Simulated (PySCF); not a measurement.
**Solvent effects on NMR parameters**

Structure with atom numbers: `[AlH2-:1]1[Cl+:2][AlH2-:3][Cl+:4]1` (H(Xn): hydrogen on atom n).

GIAO PBE0/pcSseg-1 in PySCF 2.14.0 with density-fitted response routines on one PBE0-D3(BJ)/def2-SVP conformer, non-relativistic, equivalent nuclei averaged. Solvents enter as an IEF-PCM continuum (tetrahydrofuran with ε = 7.4, water with ε = 78.4) around the gas-phase geometry. Shifts are referred to AlH4-, TMS computed in the same medium.

Gas phase, δ in ppm: Al1/Al3 78.7, H(Al1)/H(Al3) 4.73. Dipole moment 0.00 D.

(1) How does each δ change in the continuum?

(2) Which nuclei move most (in ppm), and what does the model miss?

Results:

(1) 
| atoms | environment | Δδ, tetrahydrofuran | Δδ, water |
| --- | --- | --- | --- |
| Al1/Al3 | aluminium bonded to 2 Cl, 2 H, in a 4-membered ring | -15.4 | -18.0 |
| H(Al1)/H(Al3) | hydrogen on an aluminium bonded to 2 Cl, in a 4-membered ring | -0.25 | -0.31 |

Changes are relative to the gas phase.

(2) Al1/Al3 (aluminium bonded to 2 Cl, 2 H, in a 4-membered ring, -18.0 ppm) in water. A continuum only polarises the solute; specific hydrogen bonds, the anisotropy of aromatic solvents and changes of geometry or conformer are outside it.
